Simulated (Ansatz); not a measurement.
Molecule: NaF (charge -1, doublet). 
Structure (B3LYP-D3(BJ)/def2-TZVP (Ansatz, a quantum-chemistry and plane-wave program) minimum search):
```
Na
F 1 2.0076
```
Charge -1, spin multiplicity 2.

Total electronic energies in hartree. Cores are frozen in the correlated levels unless marked. Open shells are spin-unrestricted. Spin-orbit coupling is left out. No relativistic terms. Basis-set limits of correlation are two-point, X^-3; Hartree-Fock from the larger set. The bracket is a focal-point correction in the basis named.

| level | program | energy (Eh) |
|---|---|---|
| r2SCANh-D4/def2-TZVPD | Ansatz + dftd4 | ? |
| HSE06/def2-TZVPD | Ansatz | ? |
| wB97X-V/def2-TZVPD | Ansatz | ? |
| RPA@PBE/def2-TZVPP | Ansatz | -261.77560 |
| SCS-MP2/6-31G* | Ansatz | -261.49031 |
| CCSD/def2-QZVPPD | Ansatz | -261.69809 |
| RI-MP2/CBS(def2-TZVPPD,def2-QZVPPD)+[CCSD(T)-MP2]/def2-TZVPPD | Ansatz | -261.7268 |
| RI-MP2/CBS(def2-TZVPPD,def2-QZVPPD)+[CCSD(T)-MP2]/def2-QZVPPD | Ansatz | -261.7261 |
| CCSD(T)/CBS(def2-TZVPPD,def2-QZVPPD) | Ansatz | -261.7257 |

### Question
Complete the blanks.

### Answer

- r2SCANh-D4/def2-TZVPD, energy (Eh): -262.16051
- HSE06/def2-TZVPD, energy (Eh): -262.03571
- wB97X-V/def2-TZVPD, energy (Eh): -262.17056
